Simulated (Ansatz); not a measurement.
The same path of BBrClHO (5 atoms, charge 0, multiplicity 1) was run 3 times with different band settings. The coordinate that changes most is the dihedral H5–O1–B2–Br4.

All numbers below come from Ansatz, RKS PBE0/def2-SVP.

Relaxed end points:

```xyz
5
Properties=species:S:1:pos:R:3
O 0.909 0.468 0.433
B -0.185 -0.232 0.115
Cl -0.845 -1.352 1.284
Br -1.032 -0.019 -1.605
H 1.202 1.060 -0.270
```

```xyz
5
Properties=species:S:1:pos:R:3
O 0.831 0.706 -0.150
B -0.216 -0.127 -0.139
Cl -0.577 -1.132 1.267
Br -1.329 -0.210 -1.688
H 1.341 0.689 0.669
```

Common settings: spring 5.0 eV/Å²; optimiser quadratic models (default); start path through a guess of the saddle point; force threshold 0.05 eV/Å; iteration limit 60; end points relaxed.

| run | movable images | climbing image |
| --- | --- | --- |
| 1 | 5 | yes |
| 2 | 2 | yes |
| 3 | 8 | no |

Question: What does each run give, and how far can it be trusted?

Answer: Run 1: converged after 16 iterations, highest image 0.428 eV above the first end. A vibrational analysis at the climbing image gives one clearly imaginary mode, 614i cm⁻¹: a first-order saddle point.
Run 2: converged after 16 iterations, highest image 0.428 eV above the first end. Another band between the same ends (5 images) ends at a top of the same energy, where a vibrational analysis finds 1 clearly imaginary mode. So few images can step over the top or miss a turn of the path.
Run 3: converged after 26 iterations, highest image 0.415 eV above the first end. No image climbed, so the highest image needn't sit at the top of the path.
